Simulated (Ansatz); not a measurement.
`N#[C][Sn]([F])([C]#N)[C]#N`. Total charge 0; spin multiplicity 1. Sn: def2 effective core potential. Geometry: relaxed with PBE0-D4/def2-TZVP.

```xyz
8

N    -2.815    1.296    0.439
C    -1.736    0.948    0.242
Sn    0.198    0.290   -0.105
F     1.215    1.784   -0.642
C     0.261   -1.093   -1.646
N     0.287   -1.872   -2.492
C     1.061   -0.462    1.622
N     1.529   -0.892    2.581
```

Task: What is the dipole moment at B3LYP/def2-TZVPP? (An estimate is asked.)

Result: Computed: 0.47 D, with components (0.26, 0.38, -0.14) D in this frame, pointing from negative to positive charge.

Task: And with PBE, r2SCAN, ωB97M-V? (An estimate is asked.)

Result: Ansatz gave: PBE 0.51 D, r2SCAN 0.48 D, ωB97M-V 0.48 D.

Task: Give the Mulliken charges with B3LYP, PBE, ωB97M-V in def2-TZVPP. (An estimate is asked.)

Result: Ansatz gave: 
```json
{"atom": "N1", "B3LYP": "0.05", "PBE": "0.09", "ωB97M-V": "0.02"}
{"atom": "C2", "B3LYP": "-0.37", "PBE": "-0.39", "ωB97M-V": "-0.32"}
{"atom": "Sn3", "B3LYP": "1.40", "PBE": "1.28", "ωB97M-V": "1.32"}
{"atom": "F4", "B3LYP": "-0.43", "PBE": "-0.38", "ωB97M-V": "-0.42"}
{"atom": "C5", "B3LYP": "-0.37", "PBE": "-0.39", "ωB97M-V": "-0.32"}
{"atom": "N6", "B3LYP": "0.05", "PBE": "0.09", "ωB97M-V": "0.02"}
{"atom": "C7", "B3LYP": "-0.37", "PBE": "-0.39", "ωB97M-V": "-0.32"}
{"atom": "N8", "B3LYP": "0.05", "PBE": "0.09", "ωB97M-V": "0.02"}
```

B3LYP here is the variant with VWN-RPA as its local correlation; programs differ in this.
